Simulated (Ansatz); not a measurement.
Isolated molecules relaxed with PBE0-D4/def2-TZVP in Ansatz; ΔE leaves out vibrations. CCSD(T)/CBS adds triple-zeta CCSD(T) − MP2 to the extrapolated MP2 energy (def2 sets, frozen cores). This one scheme is used for every species. Functionals use def2-TZVPP. One conformer a species, not always the lowest.

Reaction (ligand exchange at the Si–N bond): `CC(=O)N[SiH2]Cl` + `N[SiH](O)O` → `O[SiH](O)N[SiH2]Cl` + `CC(N)=O`

| level | ΔE (kJ/mol) |
| --- | --- |
| PBE-D4 | -12.3 |
| PBE0-D4 | -12.7 |
| ωB97M-V | -10.2 |
| HF/def2-TZVPP | -11.5 |
| SCS-MP2/def2-TZVPP | -7.6 |
| CCSD(T)/def2-TZVPP | -7.5 |
| MP2/def2-QZVPP | -7.8 |
| HF/CBS(def2) | -11.4 |

What does CCSD(T)/CBS give? (An estimate is asked.)

Computed: -7.6 kJ/mol. The listed levels differ from it by -4.7, -5.1, -2.6, -3.9, 0.0, 0.1, -0.2, -3.8 kJ/mol.

Largest T1 diagnostic among the species: 0.014.

In def2-TZVPP, CCSD(T) changes the Hartree–Fock value by +4.0 kJ/mol (the triples alone add +0.5 kJ/mol) and MP2 by +3.8 kJ/mol. The D4 term adds −3.9 kJ/mol with B3LYP and −2.3 kJ/mol with PBE0; it sums over pairs of atoms, weighted by their polarisabilities, and B3LYP, whose exchange is more repulsive, gets the larger term.

B3LYP here is the variant with VWN-RPA as its local correlation; programs differ in this.
